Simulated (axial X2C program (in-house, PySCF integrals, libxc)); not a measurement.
## Worked dissociation energy of MoS: CCSD, spin-free

All values were computed with an axial X2C code built on PySCF integrals. Spin-free means the one-electron spin-free X2C Hamiltonian. Basis: Mo dyall-cv3z [11s12p9d5f3g], S dyall-av3z [9s8p3d2f] (cores contracted in-house); Gaussian nuclei, density fitting, unrestricted open shells. Masses: Mo 97.905 u, S 31.972 u.

Molecular state: M_S = 2, Λ = 1 (beyond evenly filled blocks: σα, π+α, δ+α, δ-α).

Correlated methods: 12 electrons correlated (number of frozen shells: Mo 4 s, 3 p, 1 d; S 2 s, 1 p), 292 virtual spin orbitals or spinors in MP2, 90 natural virtuals in coupled cluster.

* E(Mo) (2M_S = 6, M_L = 0): -4046.330911 hartree
* E(S) (2M_S = 2, M_L = 0): -398.740455 hartree
* E(MoS) at Re: -4445.182177 hartree
* ωe: 426.7 cm⁻¹
* ωexe: 3.13 cm⁻¹

(1) Work out De and D0.

Occupations by symmetry block were frozen at the best pattern of an incomplete PBE0 search. De is counted from the lowest determinant-based energies of the atoms at the same level, without counterpoise correction. CCSD ran in a truncated set of natural virtual spinors with an MP2 remainder; without triples it tends to underbind. The determinant is spin-polarised beyond a pure state at some levels (its spin-free form has ⟨S²⟩ too high), which makes Re and μ there less reliable. The T1 diagnostic is large, a sign of multireference character. With the outer-core shells frozen, correlated bond lengths of heavy atoms tend to come out a few hundredths of an ångström too long.

The levels of this run spread widely (ωe from 427 to 534 cm⁻¹), so these constants depend on the method.

Each atomic determinant is the lowest at this level and need not be a pure term. Totals compare only within one Hamiltonian and basis.

## Answers

(1) De = -4046.330911 + (-398.740455) − (-4445.182177) = 0.11081 hartree = 3.015 eV. The zero-point energy is ωe/2 − ωexe/4 = 213 cm⁻¹ = 0.026 eV, so D0 = 2.989 eV.
